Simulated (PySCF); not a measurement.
[IrO3]+: from structure and modes to constants

These are results of B3LYP in PySCF with Ir def2-SVP with ECP60, O def2-SVP; scalar-relativistic core potentials, no spin–orbit coupling; density-fitted integrals, not measurements.

The singlet minimum has D3h symmetry. Masses (u): Ir 192.96292, O 15.99492.

```xyz
4
charge 1 multiplicity 1, angstrom
Ir    0.0000    0.0000    0.0000
O     0.0000    0.0000    1.6843
O     1.4586    0.0000   -0.8422
O    -1.4586    0.0000   -0.8422
```

Harmonic wavenumbers (cm⁻¹): 147.7 (a2'', ×1), 297.4 (e', ×2), 983.5 (e', ×2), 1022.4 (a1', ×1).

Find the principal moments of inertia and the rotational constants. What kind of rotor is it?

About the centre of mass I = 68.063, 68.063, 136.13 u Å². With B = 16.8576/I this gives 0.2477, 0.2477, 0.1238 cm⁻¹. The molecule is an oblate symmetric top.

What is the harmonic zero-point energy?

Half the sum of all 6 wavenumbers, 3732/2 = 1866 cm⁻¹, which is 22.3 kJ/mol (1 cm⁻¹ = 0.0119627 kJ/mol).

Find the vibrational entropy and heat capacity at 298.15 K.

With u = 1.43878 ω/T, each mode gives S = R[u/(eᵘ−1) − ln(1−e⁻ᵘ)] and C = R u² eᵘ/(eᵘ−1)².
| ω (cm⁻¹) | u | S (J/(mol K)) | C (J/(mol K)) |
| --- | --- | --- | --- |
| 147.7 | 0.713 | 11.30 | 7.97 |
| 297.4 (×2) | 1.435 | 5.99 | 7.02 |
| 983.5 (×2) | 4.746 | 0.42 | 1.66 |
| 1022.4 | 4.934 | 0.36 | 1.48 |
The sums over all modes are S = 24.5 and C = 26.8 J/(mol K); the softest mode gives 46 % of the entropy (each member, where degenerate).

Only a few start shapes were tried, so a lower isomer may exist. With an element this heavy the missing spin–orbit coupling can shift these numbers.
